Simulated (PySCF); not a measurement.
# Highest orbital energy against ionisation energy along group 14

Calculated with PySCF 2.14, no spin-orbit coupling. Each cell gives −ε(HOMO) / ΔSCF in eV; NIST values include spin-orbit coupling, (s) semi-empirical, (t) theoretical.

```
                             species              UHF              LDA              PBE             PBE0           r2SCAN  NIST (lowest levels)
  C+ (aug-cc-pVTZ-DK, spin-free X2C)  24.854 / 24.146  17.792 / 24.747  17.941 / 24.828  19.780 / 24.811  18.624 / 24.980                24.383
 Si+ (aug-cc-pVTZ-DK, spin-free X2C)  16.186 / 15.813  12.060 / 16.340  12.181 / 16.382  13.320 / 16.407  12.543 / 16.500                16.346
 Ge+ (aug-cc-pVTZ-DK, spin-free X2C)  15.569 / 15.248  11.696 / 15.893  11.688 / 15.761  12.810 / 15.795  12.066 / 15.962                15.935
Sn+ (aug-cc-pVTZ-DK3, spin-free X2C)  14.025 / 13.742  10.683 / 14.400  10.614 / 14.211  11.618 / 14.252  10.937 / 14.361                14.633
Pb+ (aug-cc-pVTZ-DK3, spin-free X2C)  13.485 / 13.224  10.328 / 13.940  10.218 / 13.723  11.187 / 13.753  10.519 / 13.820                15.032
```

Task: How far is −ε(HOMO) from ΔSCF on average for each method, and why?

Result: UHF 0.39 eV; LDA -4.55 eV; PBE -4.45 eV; PBE0 -3.26 eV; r2SCAN -4.19 eV. Hartree-Fock orbital energies lack relaxation and so exceed the ΔSCF value; semilocal functionals have convex E(N) from self-interaction, so their HOMO lies far too high; exact exchange moves hybrids part of the way back.
